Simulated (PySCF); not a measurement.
3-fluoropenta-1,2,4-triene (C5H5F), SMILES C=C=C(F)C=C.

Geometry: PBE0-D3(BJ)/def2-SVP. One conformer was computed; it need not be the lowest.

Method: TDA-ωB97X/def2-SVPD run with PySCF.

Vertical excitations. Gas-phase values at a fixed geometry. State labels are in the subgroup Cs.

**Question.** Estimate the UV-visible absorptions. (An estimate is asked for; the answer gives what the named calculation found.)

**Answer.** 
```csv
state,symmetry,energy (eV),λ (nm),f,main pairs
S1,A",4.87,255,0.000,HOMO→LUMO+1 89 %
S2,A',6.29,197,1.192,HOMO→LUMO 94 %
S3,A",6.47,192,0.000,HOMO−1→LUMO 89 %
S4,A",7.00,177,0.001,HOMO→LUMO+2 82 %
S5,A",7.87,158,0.038,"HOMO→LUMO+3 66 %, HOMO−2→LUMO+1 11 %"
S6,A',7.98,155,0.442,HOMO−1→LUMO+1 72 %
S7,A',8.01,155,0.054,"HOMO−2→LUMO 65 %, HOMO→LUMO+6 30 %"
S8,A",8.13,153,0.000,"HOMO−3→LUMO 75 %, HOMO→LUMO+4 12 %"
S9,A",8.27,150,0.000,"HOMO→LUMO+4 62 %, HOMO−3→LUMO 17 %"
S10,A',8.43,147,0.085,HOMO−1→LUMO+2 82 %
T1,A',3.34,371,0,HOMO→LUMO 91 %
T2,A",4.50,276,0,HOMO→LUMO+1 87 %
T3,A',4.59,270,0,HOMO−1→LUMO+1 88 %
T4,A',5.17,240,0,"HOMO−2→LUMO 59 %, HOMO→LUMO+6 31 %"
```
Triplets are in the Tamm–Dancoff approximation.
